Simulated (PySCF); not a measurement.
FGeH3Si, neutral, multiplicity 1.

```xyz
6

Ge     0.4292    -0.6755     0.0000
F     -1.2846    -1.1002     0.0000
Si    -0.1019     1.7646     0.0000
H     -0.9197     2.0796     1.2062
H     -0.9197     2.0796    -1.2062
H      1.0921     2.6555     0.0000
```

Geometry optimised at r2SCAN-D4/def2-TZVP.

Calculation: PBE0/pcSseg-2 (PySCF). Non-relativistic, no solvent.

Computed absolute GIAO shielding of each atom: isotropic value and principal components (ppm):
```
atom  σ(iso)      σ11     σ22     σ33    span
----  ------  -------  ------  ------  ------
Ge1   -406.9  -3459.2   764.4  1474.0  4933.2
F2     -26.1   -520.3  -170.8   612.8  1133.1
Si3    441.8    421.8   435.4   468.3    46.5
H4      28.3     25.3    27.3    32.2     7.0
H5      28.3     25.3    27.3    32.2     7.0
H6      27.8     25.4    26.4    31.6     6.2
```
